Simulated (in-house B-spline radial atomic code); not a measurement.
## Two electrons outside the [Ar] 3d10 4s2 4p6 core: Ce20+

Computed with an all-electron radial atomic-structure program (B-spline basis): configuration interaction (CI) of the two valence electrons in the field of the frozen Dirac-Fock core, alone and with many-body perturbation theory for the core (screened one- and two-electron correlation potentials), Breit and QED terms; no-pair Dirac Hamiltonian, finite nucleus. Labels give the configuration (outer n counted up each series) and the leading LS term, or the jj pair where no LS term holds 70 %.

Excitation energies (cm⁻¹):

| level | purity of the LS term | CI alone | CI + MBPT + Breit + QED |
| --- | --- | --- | --- |
| 4d2 3F2 | 0.854 | 0 | 0 |
| 4d2 3F3 | 1.0 | ? | ? |
| 4d2 3P0 | 0.884 | 37813 | 37210 |
| 4d2 3F4 | 0.737 | 51405 | 50136 |
| 4d2 (3/2,5/2)2 | 0.465 (3P) | 52252 | 51311 |
| 4d2 3P1 | 1.0 | 58297 | 56913 |
| 4d2 1G4 | 0.737 | 85462 | 82557 |
| 4d2 (5/2,5/2)2 | 0.523 (3P) | ? | ? |
| 4d2 1S0 | 0.884 | 143187 | 145751 |

Problem. Where does 4d2 3F3 lie?

Solution. 30473 cm⁻¹ in CI alone and 30179 cm⁻¹ with all corrections.

Problem. Where does 4d2 (5/2,5/2)2 lie?

Solution. 91311 cm⁻¹ in CI alone and 90049 cm⁻¹ with all corrections.

Problem. What is the first ionisation energy?

Solution. 580.72 eV to the 4d3/2 state of the next ion (577.71 eV from CI alone). NIST lists 579 ± 4 eV (tabulated theory).
